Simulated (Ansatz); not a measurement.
(H2Al-mu-PH2)2 (Al₂P₂H₈), 12 atoms. Hardware: 4 threads of Arm Neoverse V2 on a shared host.

Correlated methods freeze 20 core orbitals.

**Question.** How many basis functions does each of these Ansatz runs have, and roughly what does it cost? r2SCAN-D4/def2-TZVPD, charge 0 singlet, energy, from earlier orbitals; LC-ωPBE/def2-TZVP, charge 0 singlet, energy, from earlier orbitals; B3LYP-D4/6-31G, charge 0 singlet, energy; B97M-V/def2-TZVP, charge 0 singlet, energy, from earlier orbitals; PBE-D4/def2-SVP, charge 0 singlet, energy, from earlier orbitals; PBE-D4/def2-TZVP, charge 0 singlet, energy, from earlier orbitals; PBE0-D4/def2-SVP, charge 1 doublet at the geometry of the charge 0 singlet, energy with a search over starts; PBE0-D4/def2-TZVPD, charge 0 singlet, energy, from earlier orbitals; PBE-D4/def2-TZVP, charge 1 doublet at the geometry of the charge 0 singlet, energy, from earlier orbitals; PBE-D4/def2-TZVPD, charge -1 doublet at the geometry of the charge 0 singlet, energy, from earlier orbitals; ωB97M-V/def2-TZVP, charge 0 singlet, energy, from earlier orbitals; RPA@PBE/def2-TZVP, charge 0 singlet, energy, from earlier orbitals.

**Answer.** Other jobs shared the machine, so times can vary by a factor of up to 3. A dash marks memory too small to be measured apart from the calling script's.

```csv
run,functions,fitting or Cholesky vectors,wall time,peak host memory (GiB)
"B3LYP-D4/6-31G, charge 0 singlet, energy",68,812,0.9 s,–
"PBE-D4/def2-SVP, charge 0 singlet, energy, from earlier orbitals",112,1264,1 s,–
"PBE-D4/def2-TZVP, charge 0 singlet, energy, from earlier orbitals",196,1410,1.9 s,–
"LC-ωPBE/def2-TZVP, charge 0 singlet, energy, from earlier orbitals",196,1410,2.3 s,–
"PBE0-D4/def2-SVP, charge 1 doublet at the geometry of the charge 0 singlet, energy with a search over starts",112,1050,2.9 s,–
"PBE0-D4/def2-TZVPD, charge 0 singlet, energy, from earlier orbitals",244,1580,3.8 s,0.77
"RPA@PBE/def2-TZVP, charge 0 singlet, energy, from earlier orbitals",196,1298,3.9 s,–
"PBE-D4/def2-TZVP, charge 1 doublet at the geometry of the charge 0 singlet, energy, from earlier orbitals",196,1410,4 s,–
"r2SCAN-D4/def2-TZVPD, charge 0 singlet, energy, from earlier orbitals",244,1486,6 s,–
"PBE-D4/def2-TZVPD, charge -1 doublet at the geometry of the charge 0 singlet, energy, from earlier orbitals",244,1486,7 s,–
"ωB97M-V/def2-TZVP, charge 0 singlet, energy, from earlier orbitals",196,1410,9.5 s,0.71
"B97M-V/def2-TZVP, charge 0 singlet, energy, from earlier orbitals",196,1410,10 s,–
```
